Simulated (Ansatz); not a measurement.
The first iterations of a band of CH₅FN₂Si (10 atoms, charge 0, multiplicity 1).

Level of theory: RKS PBE-D4/6-31G (Ansatz 0.2.0).

| Quantity | Value |
| --- | --- |
| movable images | 5 |
| climbing image | yes |
| spring | 5.0 eV/Å² |
| optimiser | quadratic models (default) |
| start path | IDPP |
| force threshold | 0.05 eV/Å |
| iteration limit | 22 |
| end points | relaxed |

Image 0:

```xyz
10
Properties=species:S:1:pos:R:3
N -1.561 0.731 0.347
C -1.159 -0.284 -0.317
F -2.023 -1.175 -1.028
N 0.150 -0.662 -0.443
Si 1.448 0.314 0.374
H -2.572 0.900 0.359
H 0.348 -1.489 -0.999
H 2.718 -0.420 0.000
H 1.258 0.311 1.870
H 1.477 1.723 -0.161
```

Image 6:

```xyz
10
Properties=species:S:1:pos:R:3
N -2.006 0.469 0.146
C -1.275 -0.415 -0.412
F -1.933 -1.405 -1.174
N 0.089 -0.652 -0.452
Si 1.334 0.362 0.385
H -1.526 1.191 0.702
H 0.374 -1.463 -1.000
H 2.648 -0.305 0.069
H 1.076 0.385 1.876
H 1.303 1.781 -0.138
```

| iteration | highest image above the first end (eV) | largest band force component (eV/Å) |
| --- | --- | --- |
| 1 | 0.839 | 1.621 |
| 2 | 0.701 | 1.188 |

Does the band converge within its limit, and where does its top end?

It converged. It ended after 7 iterations with the highest image 0.695 eV above the first end. A vibrational analysis at the climbing image gives 2 clearly imaginary modes (756i, 117i cm⁻¹): a point of higher order, so a lower path passes nearby. Limits of this set-up: no polarisation functions.

The run took 5.8 min on 1 thread of Intel(R) Xeon(R) Processor @ 2.50GHz (Skylake/Cascade Lake), with other jobs on the host, peak memory 0.12 GiB.
